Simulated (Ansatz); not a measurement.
Program: Ansatz. Geometries: PBE0-D4/def2-TZVP. ΔE: electronic, gas phase. CBS: MP2 limit from def2 TZ/QZ plus the TZ coupled-cluster correction, frozen cores. This one scheme is used for every species. DFT in def2-TZVPP. For Zn outer-core shells are correlated without core-valence functions, which leaves a few kJ/mol of doubt a bond. Scalar relativity is left out up to krypton. One conformer a species, not always the lowest.

`[BH2][Zn][SiH3]` + H₂O → `[BH2][Zn][OH]` + SiH₄  (formal hydrolysis of a Zn–Si bond)

```csv
level,ΔE (kJ/mol)
BHLYP-D4,-37.7
BHLYP,-41.0
MP2/def2-SVP,-36.0
CCSD/CBS(def2),-37.3
```

Task: What does CCSD(T)/CBS give? (An estimate is asked.)

Result: Computed: -37.7 kJ/mol. The listed levels differ from it by 0.0, -3.3, 1.7, 0.4 kJ/mol.

Largest T1 diagnostic among the species: 0.017.

From BLYP to BHLYP (50 % exact exchange), in def2-TZVPP and without D4, ΔE moves by +6.8 kJ/mol. Leaving LDA and LC-ωPBE aside and taking each functional with its dispersion term where it has one, the values, not all of them listed here, spread over 22.5 kJ/mol, from B2PLYP to HSE06-D4.
